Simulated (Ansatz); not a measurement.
C2H3F2Ga, SMILES `F/C=[C](/F)[GaH2]`, charge 0, multiplicity 1.

(1) Give a relaxed structure at PBE0-D4/def2-TZVP (the Gaussian-basis code of Ansatz). (Best estimate.)

Answers

(1) Ansatz gave: 
Z-matrix (Å, degrees):
```
C
C 1 1.330
F 1 1.333 2 121.1
H 1 1.085 2 125.3 3 -180.0
Ga 2 1.965 1 126.9 3 0.0
F 2 1.357 1 115.1 3 180.0
H 5 1.559 2 119.1 1 -0.4
H 5 1.562 2 116.6 1 179.6
```
Point group Cs.
